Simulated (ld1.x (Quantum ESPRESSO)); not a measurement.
Configuration tests for Pt (Z = 78) (TM semilocal)

```json
{
  "Element": "platinum",
  "Generator": "ld1.x (Quantum ESPRESSO) 7.5",
  "Type": "norm-conserving Troullier–Martins (semilocal form)",
  "Functional": "PBE",
  "Relativity": "scalar-relativistic",
  "Frozen core": "[Xe] 4f14",
  "Valence charge": "10",
  "Reference configuration": "5d9 6s0 6p0 (charge +1)",
  "Partial waves": "6s (bound, empty): rc 2.40 bohr; 6p (bound, empty): rc 3.00 bohr; 5d (bound): rc 1.35 bohr",
  "Local potential": "the d channel",
  "Core correction": "none"
}
```

Energies are relative to the spin-unpolarised reference configuration 5d9 6s0 6p0; without spin polarisation the order of configurations can differ from experiment.

```csv
valence configuration,charge,ΔE all-electron (eV),error AE − PS (meV)
5d9 6s1 6p0,0,-9.194,+12
5d8 6s0 6p0,+2,19.966,-11
5d7 6s0 6p0,+3,52.182,-79
5d9 6s0.5 6p0,+0.5,-5.500,+4.8
5d6 6s0 6p0,+4,97.835,-261
5d8 6s2 6p0,0,-8.189,-43
```

(1) What are ΔE and the potential's error for 5d9.5 6s0.5 6p0?

## Answers

(1) ΔE = -9.317 eV all-electron; the error (AE − PS) is +13 meV.
